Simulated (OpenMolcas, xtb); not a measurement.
**AlCNClOF (SMILES O=C=[N][Al]([F])[Cl]): the HOMO–LUMO gap, rung by rung**

The species is AlCNClOF (6 atoms), meant as a singlet with charge 0. SMILES: `O=C=[N][Al]([F])[Cl]`. Geometry: relaxed at PBE0-D4/def2-TZVP. This is one conformer, not always the lowest.

```xyz
6

O    -1.7260   -0.3013    2.3539
C    -1.0345   -0.2447    1.4216
N    -0.3214   -0.1963    0.4618
Al    0.6948    0.0331   -0.9334
F     1.3792   -1.2682   -1.6424
Cl    1.0500    1.9134   -1.7078
```

Each level gives the HOMO–LUMO gap (eV). The values are calculated.

```tsv
level	kind	program	value (eV)	CPU time
GFN0-xTB	semi-empirical	xtb	5.07	under 2 s
HF/cc-pVDZ	Hartree–Fock	OpenMolcas	14.44	14 s
SVWN5/cc-pVDZ	LDA	OpenMolcas	5.65	32 s
PBE/cc-pVDZ	GGA	OpenMolcas	5.67	44 s
TPSS/cc-pVDZ	meta-GGA	OpenMolcas	5.92	57 s
r2SCAN/cc-pVDZ	meta-GGA	OpenMolcas	6.43	51 s
PBE0/cc-pVDZ	global hybrid	OpenMolcas	7.97	43 s
B2PLYP/cc-pVDZ	double hybrid	OpenMolcas	10.35	31 s
```

The values span 5.07 to 14.44 eV. Orbital gaps aren't excitation energies, and those of double hybrids come from the SCF part alone; they tend to grow with the share of exact exchange. CPU times are rough (shared hosts, several kinds of processor): they show what a rung costs within a factor of a few.
